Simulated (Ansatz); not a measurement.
Z-matrix (Å, degrees):
```
C
N 1 1.444
H 1 1.098 2 110.7
H 1 1.099 2 111.9 3 -119.7
H 1 1.091 2 110.5 3 119.6
C 2 1.444 1 113.3 3 60.5
Si 2 1.703 1 121.9 3 -134.4
H 6 1.098 2 110.5 1 -59.9
H 6 1.099 2 111.8 1 59.7
H 6 1.090 2 110.7 1 -179.4
N 7 1.695 2 109.0 1 45.0
F 7 1.605 2 104.6 1 169.0
H 7 1.484 2 118.0 1 -75.5
H 11 1.007 7 122.3 2 50.4
H 11 1.006 7 120.9 2 -155.1
```

Total charge 0; spin multiplicity 1.

Task: List the PBE/def2-TZVPP orbital energies in eV (Ansatz 0.2.0). (Best estimate.)

Result: Ansatz gave: Occupied: -1780.14, -659.24, -380.23, -380.04, -269.42, -269.37, -137.72, -94.51, -94.45, -94.42, -28.98, -22.46, -21.12, -17.48, -15.51, -13.15, -12.36, -11.52, -11.40, -11.04, -10.57, -10.01, -9.53, -9.37, -8.84, -8.71, -8.02, -6.44, -5.17. Lowest empty: 0.19, 0.60, 0.84, 1.50, 1.71, 2.08, 2.13, 2.33.
